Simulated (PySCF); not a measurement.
PbClI, SMILES [Cl][Pb][I] (connectivity only; charge and spin as stated), neutral, multiplicity 1.

Geometry optimised at PBE-D3(BJ)/def2-SVP. The def2 effective core potentials stand for the cores of I, Pb; spin–orbit coupling is left out.

These are TDDFT-ωB97X/def2-SVPD (PySCF) values and carry that method's errors.

Vertical excitations. The molecule is in vacuum. State labels are in the subgroup Cs.

```tsv
state	symmetry	energy (eV)	λ (nm)	f	main pairs
S1	A"	3.34	371	0.005	HOMO→LUMO 64 %, HOMO−2→LUMO 34 %
S2	A"	3.56	348	0.001	HOMO−2→LUMO 65 %, HOMO→LUMO 34 %
S3	A'	3.90	318	0.019	HOMO−1→LUMO 92 %
S4	A"	4.87	255	0.004	HOMO−4→LUMO 98 %
S5	A'	4.88	254	0.013	HOMO→LUMO+1 84 %
S6	A"	5.03	246	0.002	HOMO−1→LUMO+1 90 %
S7	A'	5.08	244	0.014	HOMO−3→LUMO 72 %
S8	A"	5.23	237	0.003	HOMO−5→LUMO 97 %
S9	A'	5.47	227	0.095	HOMO−2→LUMO+1 40 %, HOMO→LUMO+2 29 %, HOMO−3→LUMO 14 %, HOMO→LUMO+1 6 %
S10	A'	5.78	214	0.023	HOMO−2→LUMO+2 77 %, HOMO→LUMO+2 15 %
T1	A"	2.98	416	0	HOMO−2→LUMO 57 %, HOMO→LUMO 39 %
T2	A"	3.46	358	0	HOMO→LUMO 58 %, HOMO−2→LUMO 40 %
T3	A'	3.49	355	0	HOMO−1→LUMO 98 %
T4	A'	4.46	278	0	HOMO→LUMO+1 55 %, HOMO−2→LUMO+1 34 %
```
Triplets are in the Tamm–Dancoff approximation, which puts them higher than full response would, so one can lie above its singlet here.
